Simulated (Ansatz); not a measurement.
Start from `[BH2][GeH2][SiH2][SiH3]` and change one atom or group to get `[SiH3][SiH2][GeH2][SiH2][GeH3]`.

Ansatz, PBE0-D4/def2-TZVP geometries, multiplicity 1. Each molecule was computed in one conformer, which needn't be the lowest.

Scalar relativity is left out up to krypton.

```csv
property,`[BH2][GeH2][SiH2][SiH3]`
size of the dipole moment (B3LYP/def2-TZVPP) / D,0.15
size of the dipole moment (PBE/def2-TZVPP) / D,0.04
size of the dipole moment (ωB97M-V/def2-TZVPP) / D,0.23
HOMO energy (B3LYP/def2-TZVPP) / eV,-7.54
LUMO energy (ωB97M-V/def2-TZVPP) / eV,-0.56
HOMO–LUMO gap (PBE0/def2-TZVPP) / eV,5.30
```

Task: What does the change do to each property? (Estimate.)

Result: The calculation gave: 
```tsv
property	`[SiH3][SiH2][GeH2][SiH2][GeH3]`	shift
size of the dipole moment (B3LYP/def2-TZVPP) / D	0.13	-0.02
size of the dipole moment (PBE/def2-TZVPP) / D	0.11	0.07
size of the dipole moment (ωB97M-V/def2-TZVPP) / D	0.12	-0.11
HOMO energy (B3LYP/def2-TZVPP) / eV	-7.57	-0.03
LUMO energy (ωB97M-V/def2-TZVPP) / eV	1.32	1.88
HOMO–LUMO gap (PBE0/def2-TZVPP) / eV	7.45	2.15
```

Dipoles are sizes alone; their direction can turn.

B3LYP here is the variant with VWN-RPA as its local correlation; programs differ in this.
